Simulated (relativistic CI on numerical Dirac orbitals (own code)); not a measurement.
Pt67+: computed level list

Calculated at this level of theory: Dirac-Coulomb-Breit CI, KLI orbitals optimised for each configuration, model QED, unscaled Slater integrals (own radial code, finite nucleus).

CI space (outside the closed core [Ne]): 3s, 3p, 3d, 4s, 4p, 4d, 4f, 5s, 5p, 5d, 5f, 5g, 6s, 6p, 6d, 7s, 7p. Levels of other configurations are missing.

The lowest level is 3s 2S_1/2, with 100 % of that term; Hund's rules for 3s give 2S with J = 1/2, in agreement.

```csv
No.,Configuration,Term,J,E (eV),%,Next component (%),Landé g,jj configuration (%)
1,3s,2S,1/2,0.00,100,,1.981,3s (100)
2,3p,2P°,1/2,173.78,100,,0.644,3p1/2 (100)
3,3p,2P°,3/2,654.06,100,,1.318,3p3/2 (100)
4,3d,2D,3/2,853.41,100,,0.784,3d3/2 (100)
5,3d,2D,5/2,961.63,100,,1.186,3d5/2 (100)
6,4s,2S,1/2,3698.68,100,,1.990,4s (100)
7,4p,2P°,1/2,3770.34,100,,0.654,4p1/2 (100)
8,4p,2P°,3/2,3967.07,100,,1.325,4p3/2 (100)
9,4d,2D,3/2,4042.68,100,,0.791,4d3/2 (100)
10,4d,2D,5/2,4089.44,100,,1.192,4d5/2 (100)
11,4f,2F°,5/2,4128.71,100,,0.849,4f5/2 (100)
12,4f,2F°,7/2,4149.31,100,,1.135,4f7/2 (100)
13,5s,2S,1/2,5342.77,100,,1.995,5s (100)
14,5p,2P°,1/2,5378.68,100,,0.659,5p1/2 (100)
15,5p,2P°,3/2,5477.58,100,,1.328,5p3/2 (100)
16,5d,2D,3/2,5514.57,100,,0.794,5d3/2 (100)
17,5d,2D,5/2,5538.67,100,,1.195,5d5/2 (100)
18,5f,2F°,5/2,5558.14,100,,0.852,5f5/2 (100)
19,5f,2F°,7/2,5568.74,100,,1.138,5f7/2 (100)
20,5g,2G,7/2,5571.42,100,,0.884,5g7/2 (100)
21,5g,2G,9/2,5577.70,100,,1.106,5g9/2 (100)
22,6s,2S,1/2,6213.06,100,,1.997,6s (100)
23,6p,2P°,1/2,6233.51,100,,0.661,6p1/2 (100)
24,6p,2P°,3/2,6290.01,100,,1.330,6p3/2 (100)
25,6d,2D,3/2,6310.88,100,,0.796,6d3/2 (100)
26,6d,2D,5/2,6324.85,100,,1.197,6d5/2 (100)
27,7s,2S,1/2,6728.38,100,,1.999,7s (100)
28,7p,2P°,1/2,6741.09,100,,0.662,7p1/2 (100)
29,7p,2P°,3/2,6776.34,100,,1.331,7p3/2 (100)
```

Energies count from the lowest computed level; ° marks odd parity. Filled j subshells are mostly left out of the jj labels.

The mean weight of the leading LS term, summed over parents, in these 29 levels is 100 %, and that of the leading jj configuration (from the same eigenvectors) 100 %.

At this charge energies of transitions that change n are usually good to better than 1 %, and those within a shell (Δn = 0) to a few per cent.
